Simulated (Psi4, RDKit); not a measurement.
Torsional profile of C₃H₅NS, SMILES CSCC#N, singlet. Scanned: dihedral C1–S2–C3–C4; all other coordinates were relaxed at B3LYP-D3(BJ)/def2-SVP. Points at φ and −φ are mirror images. Heavy atoms are numbered in the order of the SMILES CSCC#N, hydrogens after them in the order of the atoms that carry them; the mirror image has the same energies with the sign of each dihedral reversed.

Levels: MMFF94 // B3LYP-D3(BJ)/def2-SVP (RDKit); UFF // B3LYP-D3(BJ)/def2-SVP (RDKit); MP2/cc-pVTZ = DF-MP2 (frozen core)/cc-pVTZ // B3LYP-D3(BJ)/def2-SVP (Psi4).

Energies in kcal/mol, each method relative to its own lowest point.

```tsv
φ / °	MMFF94	UFF	MP2/cc-pVTZ
-150	2.2	1.4	2.8
-120	2.6	2.9	3.3
-90	0.8	1.9	1.5
-60	0.0	1.9	0.0
-30	2.0	5.7	1.5
0	3.0	7.4	3.0
30	2.0	5.7	1.5
60	0.0	1.9	0.0
90	0.8	1.9	1.5
120	2.6	2.9	3.3
150	2.2	1.4	2.8
180	1.3	0.0	2.0
```
